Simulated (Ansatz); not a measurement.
`C[CH2][Sn][NH2]`. Total charge 0; spin multiplicity 1. Sn: def2 effective core potential. Geometry: relaxed with PBE0-D4/def2-TZVP. It is one conformer, not always the lowest.

```xyz
11

C     0.519   -0.086   -1.367
C     0.139   -1.027   -0.227
Sn   -1.711   -0.375    0.779
N    -0.756    1.089    1.783
H     0.687    0.934   -1.010
H     1.434   -0.404   -1.878
H    -0.264   -0.032   -2.130
H     0.935   -1.067    0.524
H     0.000   -2.046   -0.601
H     0.235    1.271    1.733
H    -1.218    1.743    2.395
```

Question: What is the dipole moment at PBE/def2-TZVPP? (Best estimate.)

Answer: Computed: 0.78 D, with components (0.54, 0.45, 0.34) D in this frame, pointing from negative to positive charge.

Question: And with r2SCAN, B3LYP, ωB97M-V? (Estimate.)

Answer: Computed: r2SCAN 0.77 D, B3LYP 0.59 D, ωB97M-V 0.56 D.

Question: Give the Mulliken charges with PBE, B3LYP, ωB97M-V in def2-TZVPP. (Estimate.)

Answer: Computed: 
```tsv
atom	PBE	B3LYP	ωB97M-V
C1	-0.27	-0.27	-0.32
C2	-0.42	-0.44	-0.51
Sn3	0.51	0.58	0.56
N4	-0.54	-0.57	-0.53
H5	0.08	0.08	0.10
H6	0.08	0.08	0.11
H7	0.08	0.08	0.10
H8	0.08	0.08	0.12
H9	0.09	0.09	0.12
H10	0.15	0.14	0.12
H11	0.15	0.14	0.12
```

B3LYP here is the variant with VWN-RPA as its local correlation; programs differ in this.
